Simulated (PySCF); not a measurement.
Species: BiH2(SiH3).
SMILES: `[SiH3][BiH2]`

A linear-response calculation (PySCF, def2-SVPD basis, gas phase, vertical, core orbitals frozen in the response) gave these numbers; the functional is withheld.

Orbital energies (eV): HOMO-3 -11.32, HOMO-2 -10.29, HOMO-1 -9.48, HOMO -8.41, LUMO 0.24, LUMO+1 0.33, LUMO+2 0.63.

```
state  E (eV)       f  main configurations (H = HOMO, L = LUMO)
   S1    5.69   0.025                               H→L+1 (94%)
   S2    5.74  0.0096                               H→L+2 (94%)
   S3    6.11   0.389                    H→L (76%), H-1→L (19%)
   S4    6.80   0.105                H-1→L+1 (62%), H-1→L (21%)
   S5    6.87   0.455     H-1→L (50%), H-1→L+1 (28%), H→L (12%)
   S6    6.92   0.018              H-1→L+2 (68%), H-2→L+1 (14%)
```

Triplets (Tamm–Dancoff): T1 4.72 eV, H→L (86%); T2 5.12 eV, H→L+2 (83%), H-1→L+2 (12%); T3 5.29 eV, H→L+1 (77%); T4 5.81 eV, H-1→L+1 (43%), H-2→L+2 (15%), H-1→L (15%).

Vertical ionisation energy by ΔSCF with the same functional: 9.32 eV. Mean static polarisability: 84.2 au.

Problem. Which of these was used?
A. PBE
B. CAM-B3LYP
C. HF
D. B3LYP

Solution. B. CAM-B3LYP is range-separated, 19% exact exchange at short range and 65% at long range (ω = 0.33 bohr⁻¹). In this run −ε(HOMO) = 8.41 eV differs from the ΔSCF value by -0.91 eV, and S1 differs from the orbital gap of 8.65 eV by -2.96 eV. The ratio −ε(HOMO)/IP is 0.90. Usual ranges for neutral molecules in this basis: 0.85 to 0.93 with CAM-B3LYP, 0.5 to 0.7 with PBE, 0.67 to 0.83 with B3LYP; Hartree–Fock can't fall below 1, since the ion's relaxation only lowers the ΔSCF value. The other options: PBE, a GGA without exact exchange; HF, time-dependent Hartree–Fock, 100% exact exchange; B3LYP, a global hybrid with 20% exact exchange.

Method used: TDDFT CAM-B3LYP/def2-SVPD, vertical, gas phase, core orbitals frozen in the response, def2 core potentials past Kr in PySCF 2.14.0, density-fitted response routines. Isolated species at its PBE0-D3(BJ)/def2-SVP geometry, gas phase. Spin–orbit coupling is left out.
